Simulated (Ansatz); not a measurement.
Problem. Name a neutral molecule of C, Ge, O, Si and H with LUMO energy (ωB97M-V/def2-TZVPP) between 0.80 and 1.10 eV and size of the dipole moment (PBE/def2-TZVPP) between 0.35 and 0.65 D (Ansatz, PBE0-D4/def2-TZVP geometry).

Solution. `O[SiH2]C#[C][GeH2][OH]` (0.86 eV, 0.54 D). Other molecules can fit too; these were computed, each in one conformer that needn't be the lowest.
